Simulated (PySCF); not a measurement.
# Shapes and spin states of CoH3

Computed with PBE0 in PySCF with Co def2-TZVP, H def2-TZVP; no relativity; density-fitted integrals.

Relaxations began from a few typed shapes and spin states; open shells are unrestricted. The search is not exhaustive: other isomers or separated fragments can lie lower, and high-lying points may rest on an excited occupation.

```
                                                 spin  group                                         bonds                                               angles  imaginary modes (cm⁻¹)  ΔE (kJ/mol)  ΔE with ZPE (kJ/mol)
                                              triplet    C2v  Co–H 1.567 Å, Co–H 1.680 Å (×2), H–H 0.818 Å  Co–H–H 75.9° (×2), H–Co–H 28.2°, H–Co–H 165.9° (×2)                    none          0.0                   0.0
                                              triplet    C2v  Co–H 1.567 Å, Co–H 1.684 Å (×2), H–H 0.816 Å  Co–H–H 76.0° (×2), H–Co–H 28.0°, H–Co–H 166.0° (×2)                    none          0.7                   1.0
                                              triplet    C2v               Co–H 1.435 Å, Co–H 1.544 Å (×2)                     H–Co–H 65.0° (×2), H–Co–H 130.0°                    825i         96.2                     –
                                              singlet    C3v                             Co–H 1.429 Å (×3)                                    H–Co–H 89.8° (×3)                    none        137.1                 137.2
                                              quintet     Cs                     Co–H 1.622 Å, H–H 0.762 Å                                                                         none        138.0                 132.0
                                              quintet    C3v                             Co–H 1.598 Å (×3)                                   H–Co–H 118.9° (×3)                    none        180.6                 169.2
singlet (closed shell, unstable to spin polarisation)    C2v  Co–H 1.526 Å, Co–H 1.627 Å (×2), H–H 0.846 Å  Co–H–H 74.9° (×2), H–Co–H 30.2°, H–Co–H 164.9° (×2)                    none        212.1                 213.1
                                              quintet    C2v               Co–H 1.568 Å (×2), Co–H 1.717 Å                     H–Co–H 66.7° (×2), H–Co–H 133.3°                    851i        252.3                     –
```

The lowest minimum found is the triplet C2v: Co–H 1.567 Å, Co–H 1.680 Å (×2), H–H 0.818 Å; Co–H–H 75.9° (×2), H–Co–H 28.2°, H–Co–H 165.9° (×2).

For the lowest minimum: open d and f shells are described by one determinant, and the ground state may have another occupation or spin.
